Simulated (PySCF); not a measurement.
**Predicted spectroscopic data**

[PySCF 2.14.0 with density-fitted response routines: GFN2-xTB structure; PBE0/pcSseg-1 with gauge-including orbitals; no relativistic terms; isolated molecule; one conformer; equivalent nuclei averaged]

References, each an isolated molecule treated in the same way: TMS for 1H, 13C. Splittings of carbon signals by F and P are missing where no couplings were computed. Where no couplings were computed, multiplicities follow the n + 1 count of equivalent neighbours, and m marks all less simple cases (inequivalent or close neighbours, rings, F or P nearby). Acid and N–H amide carbonyl carbons lie up to 10 ppm further downfield in solution (hydrogen bonding). Shifts are as computed. Against solution values, carbons near 30 ppm lie about +3 ppm off and those near 130 ppm about +5 ppm. Of 1211 compounds with measured shifts, 218 miss one by over three times the rms of a fit or turn the order of signals round; such compounds aren't used in these exercises. OH and NH positions are gas-phase values without hydrogen bonding to other molecules.

Compound 1 (C$_{5}$H$_{6}$F$_{3}$N$_{3}$). 1H NMR (600 MHz, computed): δ 7.64 (s, 1H), 4.93 (m, 2H), 2.65 (s, 3H). 13C{1H} NMR (computed): δ 149.5 (C), 132.5 (C), 128.7 (CH), 54.2 (CH2), 13.2 (CH3). Structure: `Cc1cn(CC(F)(F)F)nn1`.

Compound 2 (C$_{4}$H$_{4}$FNO$_{2}$). 1H NMR (600 MHz, computed): δ 9.37 (s, 1H), 7.59 (br, 1H), 7.49 (m, 1H), 7.32 (m, 1H). 13C{1H} NMR (computed): δ 197.5, 157.7, 151.7, 118.2. Structure: `F/C=C/NC(C=O)=O`.
